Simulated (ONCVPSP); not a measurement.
**PW91 ONCV dataset for Ru, scalar-relativistic all-electron reference.**

```
Element                 : Ru (Z = 44)
Generator               : ONCVPSP 4.0.1
Type                    : optimised norm-conserving Vanderbilt (ONCV)
Functional              : PW91
Relativity              : scalar-relativistic
Frozen core             : [Ar] 3d10 4s2
Valence charge          : 14
Reference configuration : 4p6 4d6 (charge +2)
Partial waves           : s scattering state at 0.07 Ha: rc 2.00 bohr, ncon 5, nbas 8, qcut 2.8 1/bohr, 3 projectors, debl 0.4 Ha; 4p: rc 1.20 bohr, ncon 5, nbas 9, qcut 6.7 1/bohr, 2 projectors, debl 2.8 Ha; 4d: rc 2.00 bohr, ncon 4, nbas 8, qcut 8.7 1/bohr, 2 projectors, debl 0.8 Ha
Local potential         : polynomial inside 1.00 bohr (lpopt 5, dvloc0 0 Ha)
Core correction         : Teter function, fcfact 4.5, rcfact 1.45
```

In the s channel the program set the typed energies aside and used 0.050, 0.450, 0.850 Ha. In the d channel the program set the typed energies aside and used -0.890, 0.250 Ha.

All-electron outer shells of the reference configuration (PW91, scalar-relativistic, ld1.x):

| shell | level (eV) | outermost node (bohr) | outermost maximum (bohr) |
| --- | --- | --- | --- |
| 4p | -66.49 | 0.49 | 0.98 |
| 4d | -24.21 | 0.48 | 1.20 |

What the tests gave:

```json
{
 "Cutoffs needed": "141 Ha and 177 Ha (the cutoffs (Ha) at which the residual kinetic energy of the hardest occupied pseudo-wave falls to 1 and 0.1 mHa per electron)",
 "Ghost test": "ghosts flagged at negative energy: s at -608.0 eV (a further GHOST(-) flag falls on a real empty level of the atom); GHOST(+) flagged for s at 77.8 eV, d at 149.5 eV, s at 269.2 eV; a true bound ghost makes a file unfit for plane-wave use",
 "Largest excitation error": "-88 meV (all-electron minus pseudo) for 4p5 4d7 5s1, out of 4 test configurations",
 "rms error of d²Exc/dni dnj": "4.91 mHa without and 1.06 mHa with the model core"
}
```

Generation and tests took about 5.9 s on one core of a shared server CPU.
